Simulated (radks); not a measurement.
Q: All-electron atom: Au4+ in [Xe] 4f14 5d7. Method: scalar-relativistic Kohn-Sham, SCAN, spin-polarised, spherical densities, finite nucleus; open shells are filled with parallel spins first (spin-orbit coupling, left out, can overturn this in heavy ions); meta-GGA in the generalised Kohn-Sham scheme; Fermi nuclear charge, rms radius 5.4371 fm; computed with a radial shooting solver on a logarithmic mesh with Libxc functionals. Some entries of the table are withheld. Estimate them.

orbital,occ.,eigenvalue (hartree),<1/r> (bohr^-1),<r> (bohr)
1s up,1,-2972.784,95.71,0.01687
1s down,1,-2972.783,95.71,0.01687
2s up,1,-527.1875,22.47,0.07110
2s down,1,-527.1805,22.47,0.07110
2p up,3,-455.9623,19.98,0.06424
2p down,3,-455.9553,19.98,0.06424
3s up,1,-126.3859,8.335,0.1837
3s down,1,-126.3829,8.335,0.1837
3p up,3,-105.6070,7.597,0.1850
3p down,3,-105.6031,7.598,0.1850
3d up,5,-83.34893,7.141,0.1678
3d down,5,-83.34195,7.141,0.1678
4s up,1,-29.19113,3.565,0.4068
4s down,1,-29.17767,3.564,0.4069
4p up,3,-22.34563,3.222,0.4331
4p down,3,-22.33335,3.222,0.4331
4d up,5,-14.09228,2.887,0.4583
4d down,5,-14.07839,2.887,0.4581
5s up,1,-6.02521,1.456,0.9263
5s down,1,-5.92457,1.468,0.9203
4f up,7,(1),2.462,0.4985
4f down,7,(2),2.466,0.4970
5p up,3,-4.19951,1.250,1.057
5p down,3,-4.08242,1.259,1.052
5d up,5,-2.07757,0.9435,1.371
5d down,2,-1.96530,0.9386,1.382

A: 
(1) 4f up eigenvalue (hartree): -4.96693
(2) 4f down eigenvalue (hartree): -4.94907
